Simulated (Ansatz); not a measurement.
A structure relaxed at PBE-D4/def2-SVP in Ansatz, charge 0, doublet:

Cartesian coordinates in Å:
```
Au -0.010 -0.082 2.916
Au -0.856 -0.012 -0.534
Au 2.608 0.117 -1.296
Te 0.499 0.085 -2.747
Te -2.241 -0.108 1.661
```

Task: Give its formula and point group.

Result: the cluster Te2Au3. Point group C2v (tolerance 0.1 Å).

Task: Summarise the bond lengths by kind (pairs closer than 1.2 times the sum of covalent radii, bridged metal pairs left out).

Result: 4 × Au–Te 2.56 to 2.60 Å.

In the def2 sets Au, Te take a core potential; there is no spin–orbit coupling. The relaxation made no stability test and no search for a lower SCF solution. No other spin state of charge 0 was run. Another isomer (doublet) lies 0.19 eV lower at PBE0-D4/def2-TZVP; other spin states weren't run for this one.
